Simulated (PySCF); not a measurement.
Diatomic anions of Zn with the chalcogens

PBE0 with triple-zeta basis sets in PySCF, for the lowest determinant that a PBE0 search found; no spin–orbit coupling. De refers to high-spin ground-configuration atoms (the charge goes to the atom of lower measured ionisation energy or higher electron affinity, which is not always the lowest computed limit). A positive dipole points towards Zn; it is taken about the centre of mass and depends on that origin.

```tsv
M	basis	charged atom	state (unpaired electrons)	Re (Å)	ωe (cm⁻¹)	De (eV)	μ (D)
O	def2-TZVPPD	O−	doublet (σ ↑)	1.762	630	2.04	3.48
S	def2-TZVPPD	S−	doublet (σ ↑)	2.135	401	1.76	3.87
Se	def2-TZVPPD	Se−	doublet (σ ↑)	2.266	282	1.56	1.74
```

The shortest bond is that of ZnO⁻ (1.762 Å), the longest that of ZnSe⁻ (2.266 Å). ZnO⁻ is bound most strongly (2.04 eV) and ZnSe⁻ least (1.56 eV).

Down a group the atoms grow and get heavier, so bonds lengthen and wavenumbers fall; this series shows no clear exception.

Spin–orbit coupling is left out. For an ion De counts to the pair picked by the measured ionisation energies or electron affinities, which need not be the lowest pair at this level. States were picked by a PBE0 search and need not be the measured ground states.
